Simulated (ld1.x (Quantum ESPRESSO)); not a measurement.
## Varying the TM potential for S (Z = 16)

Base potential:

```json
{
 "Element": "sulfur (S)",
 "Generator": "ld1.x (Quantum ESPRESSO) 7.5",
 "Type": "norm-conserving Troullier–Martins (Kleinman–Bylander form)",
 "Functional": "PBEsol",
 "Relativity": "non-relativistic",
 "Frozen core": "[Ne]",
 "Valence charge": "6",
 "Reference configuration": "3s2 3p3.5 (charge +0.5)",
 "Partial waves": "3p (bound): rc 1.25 bohr; 3d channel at 0.3 Ry: rc 1.15 bohr; 3s (bound): rc 1.05 bohr",
 "Local potential": "the s channel",
 "Core correction": "none"
}
```

All-electron outer shells of the reference configuration (PBEsol, non-relativistic, ld1.x):

| shell | level (eV) | outermost node (bohr) | outermost maximum (bohr) |
| --- | --- | --- | --- |
| 3s | -22.06 | 0.60 | 1.40 |
| 3p | -11.68 | 0.58 | 1.57 |

Cutoffs, loose and tight: the cutoffs (Ry, on a coarse ladder) from which the occupation-weighted sum of valence levels, in a spherical-Bessel basis at the reference potential, stays within 10 and 1 mRy of its value at 400 Ry. They do not see the model core or the augmentation charge, which bear on the density cutoff. Test errors are all-electron minus pseudo excitation energies from the reference, over the configurations 3s2 3p4; 3s2 3p3; 3s2 3p2; 3s2 3p1; 3s1 3p5; 3s0 3p6; 3s2 3p4.3. A dash means not determined; rows that change the core or the reference have their own tests.

A true bound ghost makes a file unfit for plane-wave use even where its test errors are small: the radial tests pick states by their node count and pass the ghost by.

| change | outcome | cutoff, loose | cutoff, tight | bound ghosts | largest test error (meV) |
| --- | --- | --- | --- | --- | --- |
| base | generated | 100 Ry | 200 Ry | none | +97 |
| all radii scaled by about 0.77 (s 0.80, p 0.96, d 0.88 bohr) | generated | over 300 Ry | over 300 Ry | s (extra level of the local part) | +406 |
| all radii scaled by about 0.96 (s 1.00, p 1.20, d 1.10 bohr) | generated | 90 Ry | 230 Ry | none | +128 |
| all radii scaled by about 1.15 (s 1.22, p 1.44, d 1.32 bohr) | generated | 45 Ry | 100 Ry | none | +81 |
| all radii scaled by about 1.24 (s 1.30, p 1.56, d 1.42 bohr) | generated | 40 Ry | 60 Ry | none | +78 |
| all radii scaled by about 1.32 (s 1.38, p 1.66, d 1.52 bohr) | generated | 40 Ry | 60 Ry | none | +76 |
| all radii scaled by about 1.38 (s 1.46, p 1.72, d 1.58 bohr) | generated | 40 Ry | 60 Ry | none | +76 |

Question: What comes out with this change to the base: all radii scaled by about 0.90 (s 0.94, p 1.12, d 1.04 bohr)?

Answer: outcome: generated; cutoff, loose: 140 Ry; cutoff, tight: over 300 Ry; bound ghosts: none; largest test error (meV): +213.

Question: What comes out with this change to the base: all radii scaled by about 1.11 (s 1.16, p 1.40, d 1.28 bohr)?

Answer: outcome: generated; cutoff, loose: 50 Ry; cutoff, tight: 120 Ry; bound ghosts: none; largest test error (meV): +86.

Question: What comes out with this change to the base: all radii scaled by about 0.82 (s 0.86, p 1.04, d 0.94 bohr)?

Answer: outcome: generated; cutoff, loose: 300 Ry; cutoff, tight: over 300 Ry; bound ghosts: none; largest test error (meV): +319.

Reading the sweep of the scale of all radii (base = 1) (base included, trends over the rows without a ghost): The loose cutoff falls from 300 Ry at 0.82 to 40 Ry at 1.38, with one reversal. A larger radius leaves more room for a smooth pseudo-wave, so fewer plane waves are needed; a smaller one forces it to follow the all-electron wave where it bends sharply. The median size of the test errors (rows with all tests solved) is not monotonic: lowest 1.3 meV at 1.32, highest 50.7 meV at 0.82. Bound ghosts are found at 0.77.
